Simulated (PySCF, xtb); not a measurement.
C₅H₄N, SMILES [c]1ccncc1, multiplicity 2.

Harmonic wavenumbers (cm⁻¹) from GFN2-xTB (xtb) at its own minimum, in rising order: 294, 412, 589, 601, 654, 739, 833, 887, 893, 921, 1076, 1086, 1094, 1184, 1217, 1233, 1371, 1411, 1504, 1605, 3049, 3052, 3086, 3089.

### Question
What does ωB97X-D3(BJ)/def2-SVP (PySCF) give at its own minimum? (An estimate is asked for; the answer gives what the named calculation found.)

### Answer
384, 450, 616, 651, 730, 784, 853, 993, 994, 1018, 1069, 1082, 1086, 1239, 1290, 1320, 1433, 1499, 1615, 1689, 3183, 3185, 3230, 3231. Paired by order, the mean absolute difference is 74 cm⁻¹ and the zero-point energies are 45.6 and 48.1 kcal/mol.
